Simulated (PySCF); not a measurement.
```xyz
15

C     -3.1278    -0.1273    -1.0328
C     -2.2522     0.5684    -0.3123
Si    -0.7899    -0.2011     0.5428
Si     1.2333     0.5378    -0.3780
Si     3.0505    -0.3959     0.7589
H     -3.9627     0.3455    -1.5425
H     -3.0469    -1.2049    -1.1449
H     -2.3853     1.6468    -0.2400
H     -0.8801    -1.6819     0.4108
H     -0.7861     0.1494     1.9916
H      1.3090     2.0246    -0.2879
H      1.2986     0.1627    -1.8190
H      4.3452     0.0540     0.1800
H      3.0069     0.0026     2.1918
H      2.9873    -1.8806     0.6815
```

Charge 0, multiplicity 1.

Q: Give the Mulliken and meta-Löwdin atomic charges from M06-2X/def2-TZVP // PBE0-D3(BJ)/def2-TZVP (PySCF 2.14.0).

A: 
```
atom  Mulliken (e)  meta-Löwdin (e)
----  ------------  ---------------
C1           -0.24            -0.21
C2           -0.28            -0.35
Si3           0.16             0.41
Si4           0.00             0.11
Si5           0.03             0.24
H6            0.13             0.12
H7            0.13             0.12
H8            0.14             0.12
H9           -0.01            -0.09
H10          -0.01            -0.09
H11           0.00            -0.07
H12           0.00            -0.07
H13          -0.01            -0.08
H14          -0.01            -0.08
H15          -0.01            -0.08
```
